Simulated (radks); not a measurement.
The aluminium ion Al3+, configuration [Ne]. All-electron calculation, non-relativistic Kohn-Sham, exchange-only LDA, spin-polarised, spherical densities, point nucleus. Program: a radial shooting solver on a logarithmic mesh with Libxc functionals. Some entries of the table are withheld. Estimate them.

| orbital | occ. | eigenvalue (eV) | <1/r> (bohr^-1) | <r> (bohr) |
|---|---|---|---|---|
| 1s | 2 | -1533.808 | 12.53 | (1) |
| 2s | 2 | (2) | (3) | 0.6282 |
| 2p | 6 | -102.1561 | (4) | 0.5994 |

Answer. 
(1) 1s <r> (bohr): 0.1210
(2) 2s eigenvalue (eV): -139.4518
(3) 2s <1/r> (bohr^-1): 2.329
(4) 2p <1/r> (bohr^-1): 2.218
